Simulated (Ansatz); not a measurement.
`O[SiH2]S[SiH2]F` + HCl → `O[SiH2]S[SiH2]Cl` + H–F  (ligand exchange at the Si–F bond)

Gas-phase electronic energies from Ansatz, PBE0-D4/def2-TZVP geometries. CCSD(T)/CBS is the MP2 limit (def2-TZVPP, def2-QZVPP) plus CCSD(T) − MP2 in def2-TZVPP, frozen cores. This one scheme is used for every species. Functionals use def2-TZVPP. B3LYP here is the variant with VWN-RPA as its local correlation; programs differ in this. Each species was taken in one conformer, which may not be the lowest.

`O[SiH2]S[SiH2]F`:

```xyz
10

O     1.658   -1.373    0.306
Si    0.188   -1.118    0.975
S    -1.339   -0.780   -0.503
Si   -0.787    1.213   -0.922
F     0.788    1.265   -1.253
H     1.989   -0.692   -0.285
H    -0.180   -2.355    1.690
H     0.195    0.068    1.870
H    -0.981    2.109    0.238
H    -1.532    1.664   -2.116
```

HCl:

Cartesian coordinates in Å:
```
Cl 0.322 0.151 -0.532
H -0.322 -0.151 0.532
```

`O[SiH2]S[SiH2]Cl`:

Cartesian coordinates in Å:
```
O -1.063 1.351 1.465
Si 0.223 1.409 0.458
S -0.213 0.612 -1.493
Si 0.173 -1.413 -1.036
Cl -0.979 -2.056 0.560
H -1.439 0.483 1.633
H 0.545 2.837 0.268
H 1.377 0.638 0.989
H -0.200 -2.223 -2.215
H 1.577 -1.639 -0.630
```

H–F:

```xyz
2

F    -0.264   -0.151   -0.345
H     0.264    0.151    0.345
```

```
             level  ΔE (kJ/mol)
           PBE0-D4         29.3
            B2PLYP         43.9
            r2SCAN         40.6
             B3LYP         47.7
    MP2/def2-TZVPP         33.3
SCS-MP2/def2-TZVPP         40.3
    MP2/def2-QZVPP         30.9
    CCSD/CBS(def2)         37.4
```

(1) What does CCSD(T)/CBS give? (Best estimate.)

Largest T1 diagnostic among the species: 0.012.

Answers

(1) Computed: +34.5 kJ/mol. The listed levels differ from it by -5.2, 9.4, 6.1, 13.2, -1.2, 5.8, -3.6, 2.9 kJ/mol.

In def2-TZVPP, CCSD(T) changes the Hartree–Fock value by −13.7 kJ/mol (the triples alone add −2.9 kJ/mol) and MP2 by −20.0 kJ/mol. The D4 term adds −8.5 kJ/mol with B3LYP and −4.6 kJ/mol with PBE0; it sums over pairs of atoms, weighted by their polarisabilities, and B3LYP, whose exchange is more repulsive, gets the larger term.

CCSD(T)/CBS has its own doubt, a few kJ/mol and more with outer-core shells, so smaller differences from it don't rank the levels.
